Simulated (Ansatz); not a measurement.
HIZn (SMILES [ZnH][I]) moved off its minimum; all values from Ansatz (a quantum-chemistry and plane-wave program), cores frozen in correlated methods. Elements past Kr take the def2 small-core potentials, without spin–orbit coupling.
(charge 0, multiplicity 1)
```xyz
3

Zn     0.00286     0.00765    -1.53579
H     -0.02152    -0.00530    -3.03306
I      0.01192     0.02024     0.92389
```

Problem. Give the forces (eV/Å), the total energy and the dipole at CCSD(T)/def2-TZVPPD.

Solution. 
| atom | Fx | Fy | Fz |
|---|---|---|---|
| Zn1 | -0.013 | -0.002 | 0.478 |
| H2 | 0.007 | 0.001 | -0.299 |
| I3 | 0.007 | 0.001 | -0.179 |
Energy -2075.7355 hartree, dipole 1.35 D.
